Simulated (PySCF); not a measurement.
Bond length, frequency and bond energy of SiHg by level of theory

State: ³Σ⁻ (triplet), unpaired electrons π ↑↑. Set-up: Si def2-SVPD, Hg def2-SVPD with ECP60; scalar-relativistic core potentials (PySCF 2.14). De refers to Si + Hg in their high-spin ground configurations, without counterpoise correction. The functionals are run spin-unrestricted. A positive dipole means Si(−)Hg(+). Levels whose curve was spin-contaminated or gave no clean fit are not listed.

```
       Level  Re (Å)  ωe (cm⁻¹)  De (eV)  μ (D)  CPU s a point (SCF and correlation, without the integrals)
    ROHF-MP2   2.602        176    0.462    n/a                                                        0.41
ROHF-SCS-MP2   2.683        146    0.324    n/a                                                         n/a
         PBE   2.564        212     0.69   1.72                                                        0.78
      PBEsol   2.512        234     0.86   1.65                                                         0.5
        BP86   2.567        208     0.63   1.63                                                         0.5
      r²SCAN   2.544        216     0.70   1.96                                                           1
        PBE0   2.580        202     0.60   1.96                                                         1.5
         M06   2.626        187     0.57   1.40                                                         1.1
     LC-ωPBE   2.600        185    0.454   2.30                                                         1.2
```

The bond length runs from 2.512 Å (PBEsol) to 2.683 Å (ROHF-SCS-MP2). De spans 0.32 eV (ROHF-SCS-MP2, perturbation theory) to 0.86 eV (PBEsol, GGA).

Correlated steps freeze 5 core orbitals. Correlated levels converge slowly with the basis: in double zeta they bind strong bonds too weakly, by up to about 1 eV, and carry superposition errors of some tenths. Spin–orbit coupling is left out, which matters for elements this heavy, above all for dissociation energies. The state is the lowest determinant that a PBE0 search found; another state may lie lower at other levels.

The whole job (state search and all levels along the bond) took about 2.4 min on 1 thread of Intel Xeon Platinum 8488C (shared host), peak memory 0.93 GiB.
